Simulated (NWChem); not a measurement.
CH₃F₃Si; SMILES FC(F)(F)[SiH3]

All runs: NWChem. Medium grid unless said otherwise, to which SCAN and Minnesota functionals are sensitive. Geometry: optimised at PBE0/def2-SVP. B3LYP is NWChem's, with the RPA form of VWN correlation.

Order these by “orbital gap (eV)”, lowest first: PBE0/def2-SVP; B3LYP/def2-SVP; PBE/def2-SVP; r2SCAN/def2-SVP.

PBE/def2-SVP (7.49), r2SCAN/def2-SVP (8.21), B3LYP/def2-SVP (9.52), PBE0/def2-SVP (9.99)
